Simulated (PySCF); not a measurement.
ClH₆NSi₂, SMILES N[SiH2][SiH2]Cl. Atoms are numbered in the order given.

```xyz
10

Si     0.8467     0.3875    -0.8079
Cl     1.5602     0.1077     1.1553
Si    -1.3142    -0.5483    -0.7178
N     -2.1515     0.0207     0.6979
H      0.8368     1.8574    -1.0677
H      1.8199    -0.2469    -1.7440
H     -2.1220    -0.1722    -1.9144
H     -1.1532    -2.0309    -0.6635
H     -2.6402     0.9097     0.6362
H     -1.6593    -0.0413     1.5866
```
Charge 0, spin multiplicity 1.

Geometry: B3LYP-D3(BJ)/def2-SVP. This is a generated structure with no PubChem entry under its InChIKey; it may be hypothetical. One conformer was computed; it need not be the lowest.

Two levels are set side by side: PBE/pcSseg-1 (PySCF) and KT2/pcSseg-1 (PySCF). GIAO shifts against HCl (³⁵Cl), NH3 (¹⁵N), TMS (²⁹Si), TMS (¹H) at the same level; non-relativistic, no solvent, atoms listed together averaged. Without spin–orbit terms, shifts of atoms bonded to Cl or Br come out too high at both levels. Differences are taken from unrounded values.

| quantity | KT2 | PBE | PBE minus KT2 |
|---|---|---|---|
| δ(²⁹Si) of Si1 (ppm) | -20.3 | -20.5 | -0.1 |
| δ(³⁵Cl) of Cl2 (ppm) | -106.4 | -108.2 | -1.8 |
| δ(²⁹Si) of Si3 (ppm) | -48.3 | -50.8 | -2.5 |
| δ(¹⁵N) of N4 (ppm) | -5.3 | -3.2 | 2.1 |
| δ(¹H) of H7, H8 (ppm) | 5.30 | 5.33 | 0.03 |

Rough cost on one machine, each run with all the roots and properties that it gave: KT2 against PBE within a factor of 2.
